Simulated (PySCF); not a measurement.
Ligands exchanged one at a time, B CH3-SH. All species are isolated molecules in the gas phase. One relaxed conformer stands for each flexible species; it need not be the lowest. Strings in code marks are SMILES.

The HOMO–LUMO gap from two functionals at the same geometries (B3LYP-D3(BJ)/def2-TZVP), both in PySCF: PBE-D3(BJ)/def2-TZVP and ωB97X-D3(BJ)/def2-TZVP. 

```csv
species,ωB97X-D3(BJ)/def2-TZVP (eV)
0 of 3 CH3 replaced by SH,13.10
1 of 3 CH3 replaced by SH (`SB(C)C` (C–B–S–H torsion 2°)),12.05
2 of 3 CH3 replaced by SH,11.26
3 of 3 CH3 replaced by SH (`SB(S)S`),11.28
```

Problem. What does PBE-D3(BJ)/def2-TZVP give for each?

Solution. 
- 0 of 3 CH3 replaced by SH: 5.95
- 1 of 3 CH3 replaced by SH (`SB(C)C` (C–B–S–H torsion 2°)): 5.32
- 2 of 3 CH3 replaced by SH: 4.71
- 3 of 3 CH3 replaced by SH (`SB(S)S`): 4.75
Over these rows, drawn at random from the members with no instability flagged (it was tested for open shells, ions and some series alone), PBE minus ωB97X-D3(BJ): mean -6.74 eV, from -7.15 eV to -6.52 eV.
